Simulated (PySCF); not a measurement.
# Excitation energy of Rh by level of theory

Rh [Kr] 4d8 5s1 (4F) → Rh [Kr] 4d7 5s1 5p1 (high-spin determinant), as a difference of total energies. All numbers are calculated (PySCF 2.14, a scalar-relativistic core potential, in aug-cc-pwCVTZ-PP with ECP28MDF (8s8p7d4f3g, 122 functions)). Correlated levels: valence: 4s2 4p6 frozen; valence and next inner shell: nothing frozen outside the core potential. The calculations carry no spin-orbit coupling.

```json
{"method": "UHF", "excitation energy (eV)": "2.765"}
{"method": "LDA", "excitation energy (eV)": "4.914"}
{"method": "PBE", "excitation energy (eV)": "4.732"}
{"method": "PBE0", "excitation energy (eV)": "4.442"}
{"method": "r2SCAN", "excitation energy (eV)": "4.375"}
{"method": "wB97M-V", "excitation energy (eV)": "4.382"}
{"method": "B2PLYP", "excitation energy (eV)": "4.581"}
{"method": "MP2 (valence)", "excitation energy (eV)": "4.435"}
{"method": "SCS-MP2 (valence)", "excitation energy (eV)": "4.641"}
{"method": "SCS-MP2 (valence and next inner shell)", "excitation energy (eV)": "4.455"}
```

Problem. Estimate what M06 gives.

Solution. 4.880 eV, closest to LDA among the rows shown.

Problem. Estimate what MP2 (valence and next inner shell) gives.

Solution. 4.415 eV, closest to MP2 (valence) among the rows shown.

The determinant of the upper state mixes LS terms, which raises its energy above the lowest term, most at the Hartree-Fock and MP2 levels.
